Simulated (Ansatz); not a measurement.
Species, as SMILES: [SeH] (SeH), doublet.
Atoms: Se1, H2. Bonds: Se1-H2.

Basis-set convergence of the highest harmonic wavenumber at HF with Ansatz (a program for electronic structure). Each level at its own minimum, finite differences of forces, unscaled; the reference is a large set that could be run, not a limit. Cartesian d functions, on some or all atoms, in 3-21G, 6-31G, 6-31G*, 6-31G**; all else is spherical. The program fits the integrals of some runs and decomposes those of others, by size. Open shells are unrestricted. No added dispersion term, no relativity. Reference: the value in pcseg-4, 2562 cm⁻¹, itself unsure by roughly 1 cm⁻¹ (its mean distance from aug-pcseg-3, aug-cc-pVQZ, cc-pV5Z). Deviations are taken from unrounded values.

| basis | functions | highest harmonic wavenumber (cm⁻¹) | minus reference (cm⁻¹) |
|---|---|---|---|
| STO-3G | 19 | 2865 | 303 |
| 3-21G | 25 | 2304 | -258 |
| 6-31G | 31 | 2435 | -127 |
| 6-31G* | 37 | 2579 | 17 |
| 6-31G** | 40 | 2586 | 24 |
| aug-cc-pVDZ | 45 | 2572 | 10 |
| def2-SVPD | 49 | 2583 | 21 |
| 6-311G** | 50 | 2561 | -1 |
| def2-TZVPD | 66 | 2563 | 1 |
| def2-TZVPPD | 74 | 2562 | 0 |
| aug-cc-pVTZ | 82 | 2558 | -4 |
| def2-QZVPPD | 131 | 2562 | 0 |
| aug-cc-pVQZ | 139 | 2562 | 0 |

The smallest set listed that lies within 50 cm⁻¹ of the reference with all its larger relatives (same family, alike in diffuse functions; a set with none counts only in the reference's own line) is 6-31G* (37 functions, 17 cm⁻¹ off).
